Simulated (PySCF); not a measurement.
A structure optimised at PBE0-D3(BJ)/def2-SVP, used in a PySCF frequency run:

```xyz
16

C     -1.6668    -1.4405    -1.3358
C     -1.2303    -0.5252    -0.1917
N     -1.2232    -1.1380     1.1293
Si     0.4788     0.2466    -0.4726
C      1.8477    -0.9451    -0.0297
Cl     0.6627     1.9391     0.7213
H     -1.7054    -0.9095    -2.3004
H     -2.6701    -1.8561    -1.1415
H     -0.9773    -2.2940    -1.4541
H     -1.9164     0.3400    -0.1494
H     -0.6764    -1.9976     1.1197
H     -2.1655    -1.4029     1.4129
H      0.6085     0.7053    -1.8890
H      2.8339    -0.4784    -0.1701
H      1.8018    -1.8473    -0.6609
H      1.7574    -1.2447     1.0256
```
Charge 0, spin multiplicity 1.

Task: Write its SMILES and formula.

Result: C[C@@H](N)[Si@H](C)Cl, C₃H₁₀ClNSi

Task: What are its rotational constants (standard atomic weights)?

Result: 3.0581, 1.4072, 1.2539 GHz
